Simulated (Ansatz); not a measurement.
Bond stretch in SiMg, lowest triplet found (which spin is the ground state isn't settled by this scan).

Computed with: UKS-PBE = Ansatz (a first-principles code) with unrestricted PBE/aug-cc-pVDZ; UKS-PBE0 = unrestricted PBE0/aug-cc-pVDZ run with Ansatz; FCI = full CI/aug-cc-pVDZ, frozen core in Ansatz.

Energies relative to the lowest point of each curve between 2.09 and 3.18 Å, where full CI is lowest, in eV; the last columns give the error against full CI:

```tsv
R / Å	UKS-PBE	UKS-PBE0	FCI	UKS-PBE − FCI	UKS-PBE0 − FCI
1.81	3.513	3.523	3.848	-0.335	-0.325
1.95	1.912	1.914	2.146	-0.233	-0.232
2.09	0.937	0.935	1.087	-0.150	-0.152
2.19	0.507	0.504	0.610	-0.103	-0.106
2.29	0.235	0.233	0.302	-0.066	-0.068
2.38	0.092	0.091	0.132	-0.040	-0.041
2.45	0.031	0.030	0.054	-0.024	-0.024
2.54	0.000	0.000	0.006	-0.006	-0.006
2.61	0.005	0.005	0.000	0.005	0.005
2.75	0.065	0.065	0.042	0.023	0.023
2.83	0.120	0.119	0.088	0.031	0.031
3.00	0.259	0.256	0.210	0.049	0.046
3.18	0.417	0.409	0.348	0.070	0.062
3.37	0.575	0.559	0.479	0.096	0.081
3.67	0.783	0.753	0.636	0.147	0.117
4.04	0.966	0.917	0.753	0.213	0.164
4.48	1.099	1.029	0.822	0.277	0.208
4.97	1.179	1.091	0.856	0.322	0.235
5.55	1.223	1.120	0.874	0.349	0.246
6.30	1.244	1.132	0.882	0.362	0.249
7.38	1.252	1.135	0.886	0.365	0.249
8.55	1.253	1.136	0.888	0.365	0.248
```

UKS-PBE is furthest from FCI at 7.38 (0.365 eV, above); its mean absolute error over the points is 0.165 eV.

UKS-PBE0 is furthest from FCI at 1.81 (-0.325 eV, below); its mean absolute error over the points is 0.133 eV.

The unrestricted determinant behind UKS-PBE0 is spin-contaminated at 1.81 to 3.18 Å (<S²> up to 2.2, against 2.00 for a pure triplet). Also computed but left out beside FCI, since their determinant holds another spin at the minimum (<S²> over 0.7 above the pure value): UHF, UMP2, UCCSD, UCCSD(T), UCCSDT, UCCSDT(Q), UMP2/3-21G, UHF/6-31G*.
